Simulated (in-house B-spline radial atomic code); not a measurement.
Successive ionisation energies of holmium; each step leads to the configuration of the next row (after the last: bare). Dirac energy differences include first-order Breit, QED and recoil terms. NIST's values go from ground level to ground level; the uncertainty of those that are theory runs from under 0.1 % in few-electron ions to several per cent in heavy many-electron ones. Computed with a radial B-spline atomic code at the basis-set limit: Dirac-Hartree-Fock, average of the configuration, finite nuclei.

```json
{"ion": "Ho53+", "configuration": "[Ne] 3s2 3p2", "ionisation energy (eV)": "4991.1", "tabulated value (eV)": "5135", "tabulated kind": "tabulated theory", "computed minus tabulated (eV)": "-144", "highest orbital": "3p3/2", "largest mean radius (bohr)": "0.20942"}
{"ion": "Ho54+", "configuration": "[Ne] 3s2 3p1", "ionisation energy (eV)": "5105.8", "tabulated value (eV)": "5258", "tabulated kind": "tabulated theory", "computed minus tabulated (eV)": "-152", "highest orbital": "3p3/2", "largest mean radius (bohr)": "0.20856"}
{"ion": "Ho55+", "configuration": "[Ne] 3s2", "ionisation energy (eV)": "?", "tabulated value (eV)": "?", "tabulated kind": "tabulated theory", "computed minus tabulated (eV)": "?", "highest orbital": "?", "largest mean radius (bohr)": "?"}
{"ion": "Ho56+", "configuration": "[Ne] 3s1", "ionisation energy (eV)": "5611.1", "tabulated value (eV)": "5611", "tabulated kind": "tabulated theory", "computed minus tabulated (eV)": "0", "highest orbital": "3s1/2", "largest mean radius (bohr)": "0.20672"}
{"ion": "Ho57+", "configuration": "[He] 2s2 2p6", "ionisation energy (eV)": "?", "tabulated value (eV)": "?", "tabulated kind": "tabulated theory", "computed minus tabulated (eV)": "?", "highest orbital": "?", "largest mean radius (bohr)": "?"}
{"ion": "Ho58+", "configuration": "[He] 2s2 2p5", "ionisation energy (eV)": "13099.7", "tabulated value (eV)": "12790", "tabulated kind": "tabulated theory", "computed minus tabulated (eV)": "310", "highest orbital": "2p3/2", "largest mean radius (bohr)": "0.085499"}
{"ion": "Ho59+", "configuration": "[He] 2s2 2p4", "ionisation energy (eV)": "13413.2", "tabulated value (eV)": "13116", "tabulated kind": "tabulated theory", "computed minus tabulated (eV)": "297", "highest orbital": "2p3/2", "largest mean radius (bohr)": "0.08509"}
{"ion": "Ho60+", "configuration": "[He] 2s2 2p3", "ionisation energy (eV)": "13729.9", "tabulated value (eV)": "13417", "tabulated kind": "tabulated theory", "computed minus tabulated (eV)": "313", "highest orbital": "2p3/2", "largest mean radius (bohr)": "0.084684"}
{"ion": "Ho61+", "configuration": "[He] 2s2 2p2", "ionisation energy (eV)": "14049.8", "tabulated value (eV)": "14639", "tabulated kind": "tabulated theory", "computed minus tabulated (eV)": "-589", "highest orbital": "2p3/2", "largest mean radius (bohr)": "0.08428"}
{"ion": "Ho62+", "configuration": "[He] 2s2 2p1", "ionisation energy (eV)": "14373.0", "tabulated value (eV)": "14998", "tabulated kind": "tabulated theory", "computed minus tabulated (eV)": "-625", "highest orbital": "2p3/2", "largest mean radius (bohr)": "0.083879"}
{"ion": "Ho63+", "configuration": "[He] 2s2", "ionisation energy (eV)": "15447.8", "tabulated value (eV)": "15448", "tabulated kind": "tabulated theory", "computed minus tabulated (eV)": "0", "highest orbital": "2s1/2", "largest mean radius (bohr)": "0.083481"}
{"ion": "Ho64+", "configuration": "[He] 2s1", "ionisation energy (eV)": "?", "tabulated value (eV)": "?", "tabulated kind": "tabulated theory", "computed minus tabulated (eV)": "?", "highest orbital": "?", "largest mean radius (bohr)": "?"}
{"ion": "Ho65+", "configuration": "1s2", "ionisation energy (eV)": "63768.4", "tabulated value (eV)": "63772.42", "tabulated kind": "tabulated theory", "computed minus tabulated (eV)": "-4", "highest orbital": "1s1/2", "largest mean radius (bohr)": "0.020618"}
{"ion": "Ho66+", "configuration": "1s1", "ionisation energy (eV)": "65136.8", "tabulated value (eV)": "65137.13", "tabulated kind": "tabulated theory", "computed minus tabulated (eV)": "0", "highest orbital": "1s1/2", "largest mean radius (bohr)": "0.020487"}
```

**Question.** Fill in the row of Ho55+.

**Answer.** ionisation energy (eV): 5493.5; tabulated value (eV): 5494; computed minus tabulated (eV): -1; highest orbital: 3s1/2; largest mean radius (bohr): 0.20769.

**Question.** Fill in the row of Ho57+.

**Answer.** ionisation energy (eV): 12789.5; tabulated value (eV): 12495; computed minus tabulated (eV): 294; highest orbital: 2p3/2; largest mean radius (bohr): 0.085911.

**Question.** Fill in the row of Ho64+.

**Answer.** ionisation energy (eV): 15745.4; tabulated value (eV): 15745.77; computed minus tabulated (eV): 0; highest orbital: 2s1/2; largest mean radius (bohr): 0.083094.

**Question.** Where is the largest jump?

**Answer.** From Ho64+ to Ho65+, by a factor of 4.05 (15745 to 63768 eV); the highest orbital goes from 2s1/2 to 1s1/2.

Where a p, d or f electron is removed, the computed value is a mean over both j, so it misses the tabulated one by a part of the spin-orbit splitting; averaging over terms and missing correlation add to the gap, relatively most at low charge.
